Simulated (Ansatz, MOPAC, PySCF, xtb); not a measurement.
Dimer: HCl (SMILES Cl) (first 2 atoms) with Si2H6 (SMILES [SiH3][SiH3]); geometry from B3LYP-D3(BJ)/def2-TZVP, rigid monomers moved along the line of their centres of mass till H2···H9 is 1.78 Å.
(charge 0, multiplicity 1):
```xyz
10

Cl    -0.080     0.571     0.208
H     -0.297     1.263     1.270
Si     0.420    -1.165     3.470
Si    -0.231     0.991     4.126
H      1.670    -1.105     2.678
H     -0.648    -1.801     2.665
H      0.657    -1.978     4.688
H     -1.482     0.949     4.921
H     -0.488     1.856     2.941
H      0.830     1.644     4.929
```

Monomers are frozen at their geometry in the pair; levels with a basis set take the counterpoise correction. Rows marked so take none.

Rows in 6-31G* carry no dispersion term and start afresh at each structure (6-31G* with six Cartesian d functions). The state that PM7 reach isn't checked; PM7 holds dispersion and hydrogen-bond terms.

The values were computed with Ansatz (an electronic-structure program); MOPAC for PM7 (differences of heats of formation); PySCF for 6-31G* rows, the dispersion terms; xtb for the GFN methods. Values without a source in brackets are computed.

**Question.** One of these levels gives 0.18 kcal/mol for the interaction energy. Name it.
(A) r2SCAN-D3(BJ)/def2-TZVPPD
(B) PM7
(C) HF/6-31G* (no counterpoise)
(D) GFN1-xTB

**Answer.** B, PM7. The others give -2.07 (GFN1-xTB), 2.73 (HF/6-31G* (no counterpoise)), -1.40 (r2SCAN-D3(BJ)/def2-TZVPPD)
